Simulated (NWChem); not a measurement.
The numbers come from NWChem runs, not from measurements. System: CH2F, charge 0, spin multiplicity 2, at a geometry optimised with UB3LYP/def2-SVP. The structure started from a generated list of species. Its SCF solution wasn't tested for a lower state. Level: ROCCSD(T)/def2-TZVP, 2 core orbitals frozen.

Output (cleaned and shortened):

```
             Northwest Computational Chemistry Package (NWChem) 7.3.0
             --------------------------------------------------------

                                NWChem Input Module
                                -------------------

 Scaling coordinates for geometry "geometry" by  1.889725989
 (inverse scale =  0.529177249)

 Turning off AUTOSYM since
 SYMMETRY directive was detected!

                             Geometry "geometry" -> ""
                             -------------------------

 Output coordinates in angstroms (scale by  1.889725989 to convert to a.u.)

  No.       Tag          Charge          X              Y              Z
 ---- ---------------- ---------- -------------- -------------- --------------
    1 C                    6.0000    -0.64281100     0.10015200     0.00000000
    2 F                    9.0000     0.68069300    -0.05316200     0.00000000
    3 H                    1.0000    -1.13468700    -0.06122600     0.96350500
    4 H                    1.0000    -1.13468700    -0.06122600    -0.96350500

 Effective nuclear repulsion energy (a.u.)      32.1623640666

            Nuclear Dipole moment (a.u.)
            ----------------------------
        X                 Y               Z
 ---------------- ---------------- ----------------
    -0.0000056692     0.0000037795     0.0000000000

      Symmetry information
      --------------------

 Group name             Cs
 Group number              2
 Group order               2
 No. of unique centers     3

      Symmetry unique atoms

     1    2    3


 Summary of "ao basis" -> "" (spherical)
 ------------------------------------------------------------------------------
       Tag                 Description            Shells   Functions and Types
 ---------------- ------------------------------  ------  ---------------------
 *                         def2-tzvp                  on all atoms

 Summary of "ao basis" -> "ao basis" (spherical)
 ------------------------------------------------------------------------------
       Tag                 Description            Shells   Functions and Types
 ---------------- ------------------------------  ------  ---------------------
 C                         def2-tzvp                11       31   5s3p2d1f
 F                         def2-tzvp                11       31   5s3p2d1f
 H                         def2-tzvp                 4        6   3s1p

                                 NWChem SCF Module
[...]
     Alpha frozen virtuals :     0
      Beta frozen virtuals :     0
         Spin multiplicity : doublet
    Number of AO functions :    74
       Number of AO shells :    30
        Use of symmetry is : on
      Symmetry adaption is : on
         Schwarz screening : 0.10D-09

          Correlation Information
          -----------------------
          Calculation type : Coupled-cluster singles & doubles w/ perturbation
   Perturbative correction : (T)
            Max iterations :      100
        Residual threshold : 0.10D-05
     T(0) DIIS level shift : 0.00D+00
     L(0) DIIS level shift : 0.00D+00
     T(1) DIIS level shift : 0.00D+00
     L(1) DIIS level shift : 0.00D+00
     T(R) DIIS level shift : 0.00D+00
     T(I) DIIS level shift : 0.00D+00
   CC-T/L Amplitude update :  5-th order DIIS
                I/O scheme : Global Array Library
        L-threshold :  0.10D-05
        EOM-threshold :  0.10D-05
 no EOMCCSD initial starts read in
 TCE RESTART OPTIONS
 SLICE:      F
 D4D5:       F
 quantumc:   F
 qrotation:  F
 pwtce:      F
 qducc:      F
 nacto:                         0
 nrotv:                         0
 nrot:                          0

            Memory Information
            ------------------
          Available GA space size is     249025848 doubles
          Available MA space size is     104853452 doubles

 Maximum block size supplied by input
 Maximum block size        24 doubles

 tile_dim =     24

 -------------------------------------------------
   1    alpha     a'     4 doubles       0       1
   2    alpha     a'     1 doubles       4       2
   3    alpha     a"     2 doubles       5       3
   4    beta      a'     4 doubles       7       4
   5    beta      a"     2 doubles      11       5
   6    alpha     a'    20 doubles      13       6
   7    alpha     a'    21 doubles      33       7
   8    alpha     a"    24 doubles      54       8
   9    beta      a'     1 doubles      78       9
  10    beta      a'    20 doubles      79      10
  11    beta      a'    21 doubles      99      11
  12    beta      a"    24 doubles     120      12

 Global array virtual files algorithm will be used

 Parallel file system coherency ......... OK

 4-electron integrals stored in orbital form

 v2    file size   =          3640414
 4-index algorithm nr.  13 is used
 imaxsize =       30
 imaxsize ichop =        0


CCSD iterations
 ---------------------------------------------------------
 Iter          Residuum       Correlation     Cpu    Wall
 ---------------------------------------------------------
    1   0.1808949762027  -0.3997776999279     0.9     0.9
    2   0.0380301099528  -0.4044853589327     0.9     0.9
    3   0.0129202974936  -0.4106674554673     0.9     0.9
    4   0.0049511466031  -0.4112833247812     0.9     0.9
    5   0.0021479421289  -0.4117790643358     1.0     1.0
    6   0.0008956678595  -0.4119560492448     0.9     0.9
    7   0.0005353979034  -0.4119672921839     0.9     0.9
    8   0.0002487951859  -0.4119805169094     0.9     0.9
    9   0.0002062689365  -0.4119739187818     0.9     0.9
   10   0.0001003015858  -0.4119838170420     1.0     1.0
   11   0.0000187707001  -0.4119828864691     0.8     0.8
   12   0.0000113319431  -0.4119834213980     0.8     0.8
   13   0.0000054835507  -0.4119837849429     0.9     0.9
   14   0.0000043841672  -0.4119836731374     1.0     1.0
   15   0.0000022061683  -0.4119838186500     0.9     0.9
   16   0.0000005861195  -0.4119837919092     0.9     0.9
 -----------------------------------------------------------------
 Iterations converged
 CCSD correlation energy / hartree =        -0.411983791909168
 CCSD total energy / hartree       =      -138.875055164498576

 Singles contributions

 Doubles contributions
 CCSD(T)
 Using plain CCSD(T) code
             total no. of tasks          373
 total no. of tasks / no. procs          373
                         wl_min           16           1.6
                         wl_max       774144           9.6
        thresh for no. of tasks          373

 CCSD[T]  correction energy / hartree =        -0.013137018550180
 CCSD[T] correlation energy / hartree =        -0.425120810459348
 CCSD[T] total energy / hartree       =      -138.888192183048744
 CCSD(T)  correction energy / hartree =        -0.012215728519534
 CCSD(T) correlation energy / hartree =        -0.424199520428702
 CCSD(T) total energy / hartree       =      -138.887270893018098

 Task  times  cpu:       41.0s     wall:       41.0s

 Total times  cpu:       41.1s     wall:       41.1s
```

Problem. Write an NWChem input that would produce this output.

Solution. One answer among several that fit: 
```
start mol
memory heap 100 mb stack 700 mb global 1900 mb
geometry units angstroms nocenter noautoz
  C     -0.642811     0.100152     0.000000
  F      0.680693    -0.053162     0.000000
  H     -1.134687    -0.061226     0.963505
  H     -1.134687    -0.061226    -0.963505
  symmetry group Cs
end
basis spherical
  * library def2-tzvp
end
scf
  rohf
  nopen 1
  maxiter 100
  thresh 1e-7
  semidirect memsize 60000000 filesize 0
  # guess.movecs holds the orbitals of an unrestricted PBE0 run
  vectors input guess.movecs output mol.movecs
end
tce
  freeze core 2
  ccsd(t)
  2eorb
  2emet 13
  thresh 1e-6
  maxiter 100
  tilesize 24
end
task tce energy
```
